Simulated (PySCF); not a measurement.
Cl3Ge, SMILES [Cl][Ge]([Cl])[Cl], multiplicity 2. Coordinates come from a B3LYP-D3(BJ)/def2-SVP optimisation. The isomer is the one that the SMILES or the coordinates give; other isomers of the formula were not compared.

Give the equilibrium geometry at B3LYP-D3(BJ)/def2-SVP (PySCF confirms it by a frequency run) as bond lengths and angles, and its point group. (The exact figures need the calculation; the answer reports its results.)

point group C3v.
Atoms: Cl1 Ge2 Cl3 Cl4. Bonded distances (Å): Cl1–Ge2 2.186, Ge2–Cl3 2.186, Ge2–Cl4 2.186. Angles (°): Cl1–Ge2–Cl3 108.4, Cl1–Ge2–Cl4 108.4, Cl3–Ge2–Cl4 108.4.
Charge 0, spin multiplicity 2.
